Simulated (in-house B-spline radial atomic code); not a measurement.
A fraction x of an electron is moved 2p → 3p in Sc VI (Sc5+), starting from [Ne] 3s2 3p4 and keeping the highest spin. Method: non-relativistic LDA exchange-only, spin-polarised, spherical fractional occupations, point nucleus. Calculated with a radial B-spline atomic code at the basis-set limit.

| x | E(x) - E(0) (eV) | 2p down level (eV) | 3p down level (eV) |
| --- | --- | --- | --- |
| 0 | 0.0000 | -465.778 | -99.176 |
| 0.125 | 46.0224 | -469.746 | -99.989 |
| 0.25 | 92.4394 | -473.707 | -100.793 |
| 0.375 | ? | ? | ? |
| 0.5 | 186.4575 | -481.606 | -102.376 |
| 0.625 | 234.0586 | -485.543 | -103.156 |
| 0.75 | 282.0541 | -489.470 | -103.929 |
| 0.875 | ? | ? | ? |
| 1 | 379.2267 | -497.293 | -105.456 |

Task: What belongs in the row x = 0.375?

Result: An energy change of 139.2510 eV; 2p down at -477.661 eV, 3p down at -101.588 eV.

Task: What belongs in the row x = 0.875?

Result: An energy change of 330.4437 eV; 2p down at -493.387 eV, 3p down at -104.696 eV.

Task: Check Janak's theorem between x = 0.125 and 0.25.

Result: The slope of the energy is 371.34 eV; the orbital levels give 371.34 eV (ε of the receiving orbital less ε of the emptying one, averaged over the two points).
